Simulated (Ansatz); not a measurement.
Coupled-cluster diagnostics for the cluster Ag₂F₂⁻ (the lowest doublet isomer of a short search), Ansatz.

Geometry of the doublet (PBE-D4/def2-TZVPD):

```xyz
4

Ag    0.9513   -0.1180   -0.9517
Ag   -0.9504    0.1221    0.9521
F    -2.4155    0.2979    2.4124
F     2.4146   -0.3019   -2.4129
```

In the def2 sets Ag takes a core potential; there is no spin–orbit coupling. Correlated methods freeze 2 core orbitals; core or outer-core shells of Ag are correlated, in sets that lack core-valence functions. In CCSD on the charge -1 quartet the largest single amplitude is 0.49, so its Hartree–Fock determinant may place the open shell otherwise than the density functionals do. In the quartet geometry the species has come apart into loosely held pieces. The structure comes from a short search, and lower isomers may exist.

Geometry of the charge -1 quartet (PBE-D4/def2-TZVPD):

```
atom    x (Å)    y (Å)    z (Å)
 Ag1   0.6410  -3.9371  -2.1411
 Ag2  -0.6450   3.9356   2.1407
  F3  -0.9096   5.1636   0.4786
  F4   0.9137  -5.1621  -0.4781
```

**Question.** Estimate the CCSD(T) correlation energy, the shares of MP2 and (T), T1 and the reference's ⟨S²⟩ for: charge -1, doublet, own geometry in def2-SVPD; charge -1, quartet, own geometry in def2-SVPD; and the rough time on 4 threads of Arm Neoverse V2 on a shared host.

**Answer.** 
```
                           state      basis  correlation (eV)  MP2 share (%)  (T) share (%)     T1  ⟨S²⟩ (pure)  wall time           remarks
charge -1, doublet, own geometry  def2-SVPD           -30.748          100.2            2.8  0.022  0.76 (0.75)    2.2 min                 –
charge -1, quartet, own geometry  def2-SVPD           -29.800           96.7            2.8  0.056  3.77 (3.75)    2.9 min  large T1 (0.056)
```
Customary marks for T1 are 0.02 (closed shells), 0.045 (open shells) and about 0.05 (3d metals). T1 exceeds 0.02 in 2 of 2 rows and 0.045 in 1; the higher it lies, the less the single-reference result can be trusted.
